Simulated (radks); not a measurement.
Problem. These are the eigenvalues of the occupied orbitals of an atom or ion with whole-number occupations (hartree). All-electron calculation, scalar-relativistic Kohn-Sham, r2SCAN, spin-polarised, spherical densities, finite nucleus; meta-GGA in the generalised Kohn-Sham scheme; Fermi nuclear charge, rms radius of each element as measured or else 0.836 A^(1/3) + 0.57 fm. Program: a radial shooting solver on a logarithmic mesh with Libxc functionals.

1s up: -2817.703
1s down: -2814.843
2s up: -674.8492
2s down: -670.4582
2p up: -623.7104

Which element is it, and in what charge state? The configuration may be excited. Open shells, if any, are filled with parallel spins first.

Solution. Z = 74, tungsten, charge +67: W67+ in [He] 2s2 2p3. The list shows which subshells hold electrons but not how many an open one holds; the 1s level, -2817.7 hartree, gives Z - s = 75.1 by -(Z - s)^2/2, which with screening and relativity narrows Z to a few neighbours, and the depths of the outer levels then fix element, charge and occupations together.
